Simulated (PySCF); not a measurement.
Gas-phase equilibrium of 1 mol GeF₄, 8.4 mol H₂ at 2500 K and 0.133 bar, among 16 species (GeH₄, Ge₂H₆, F₂, GeF₂, GeF₃, F, H, GeH₃F, GeHF₃, HF, H₂, Ge₃H₈, GeH₃, GeH₂F₂, GeH₂, GeF₄). Only gases are allowed; each row takes one source of thermochemistry for all species, and Cantera finds the minimum.

Method: PySCF energies plus ideal-gas RRHO corrections (1 bar). † marks an energy on the PBE0/def2-TZVP geometry and frequencies; other levels use their own. MP2 and CCSD(T) freeze the core. 6-31G* has spherical d functions here. Open shells (unrestricted) among the columns below: F (multiplicity 2, electronic degeneracy 6), H (multiplicity 2); the rest are closed-shell singlets. Spin-orbit splitting is ignored; it lowers the true energy and changes the entropy of F. Ge: all electrons, no relativistic terms. GeH₂: computed as isolated molecules; such fragments, hydroxides, amides, oligomers or adducts are transient or little studied in the gas. MP2 isn't extrapolated to the basis-set limit. CCSD(T) isn't extrapolated to the basis-set limit. The harmonic model lacks anharmonicity and excited electronic states, which grow with temperature; levels with a mode under 35 cm⁻¹ are left out.

Molecules larger than those listed are left out, and so are free Ge atoms, whose spin-orbit terms are large. Also missing: (HF)n, which can matter at low temperature or high pressure. Table species left out: H2F2, H3F3, H4F4.

Mole fractions:

```tsv
thermochemistry	x H₂	x H	x HF	x GeF₂	x F	x GeH₂
CCSD(T)/def2-SVP†	0.62	0.11	0.18	0.091	0.00024	0.00033
HF/6-31G*	0.22	0.59	0.063	0.065	0.067	9.6e-5
MP2/def2-TZVPP†	0.62	0.10	0.18	0.091	1.6e-5	0.00017
PBE/def2-TZVP†	0.63	0.094	0.18	0.092	3.0e-5	7.0e-5
PBE0/def2-QZVP†	0.63	0.096	0.18	0.091	5.3e-5	0.00034
PBE0/def2-SVP†	0.61	0.12	0.18	0.090	0.00013	0.00017
```
The most sensitive of these is F: it spans a factor of 10^3.6 over these rows; at this temperature one factor of ten is RT ln 10 = 48 kJ/mol.
